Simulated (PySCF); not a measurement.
Adding and removing an electron: SnH

UHF-CCSD(T); PySCF, scalar-relativistic core potentials, basis sets Sn def2-TZVPPD with ECP28, H def2-TZVPPD. Neutral (UHF): doublet (π ↑), Re = 1.766 Å, ωe = 1731 cm⁻¹, De = 2.66 eV.

SnH⁺ (RHF): singlet (closed shell), Re = 1.747 Å, ωe = 1846 cm⁻¹, De = 2.81 eV to Sn⁺ + H. The energies at the minima are -214.20526 hartree for SnH and -213.94396 for SnH⁺.

**Question.** Work out the adiabatic ionisation energy, without and with harmonic zero-point energies (1 hartree = 27.2114 eV, 1 eV = 8065.5 cm⁻¹), and the change of the bond length.

**Answer.** At CCSD(T): 0.26130 hartree = 7.110 eV between the minima; the zero-point term (1846.0 − 1731.0)/2 cm⁻¹ = +0.007 eV makes it 7.117 eV. Re changes by -1.9 pm against the neutral. The electron leaves a π orbital, which is non-bonding in a hydride.

SnH⁻ (UHF): triplet (π ↑↑), Re = 1.801 Å, ωe = 1549 cm⁻¹, De = 2.55 eV to Sn⁻ + H. The energies at the minima are -214.20526 hartree for SnH and -214.24927 for SnH⁻.

**Question.** Work out the adiabatic electron affinity, without and with harmonic zero-point energies (1 hartree = 27.2114 eV, 1 eV = 8065.5 cm⁻¹), and the change of the bond length.

**Answer.** At UHF-CCSD(T): 0.04401 hartree = 1.198 eV between the minima; the zero-point term (1731.0 − 1549.0)/2 cm⁻¹ = +0.011 eV makes it 1.209 eV. Re changes by +3.5 pm against the neutral. The electron enters a π orbital, which is non-bonding in a hydride.

Correlated steps freeze 4 core orbitals. These are scalar-relativistic numbers at best; spin–orbit coupling would shift them, the dissociation energy most. For an ion De counts to the pair picked by the measured ionisation energies or electron affinities, which need not be the lowest pair at this level. Where the molecule has an RHF reference, its open-shell atoms are computed with UHF. States were picked by a PBE0 search and need not be the measured ground states.

Neutral and ion stand on different kinds of reference determinant, which adds to the error of the difference.
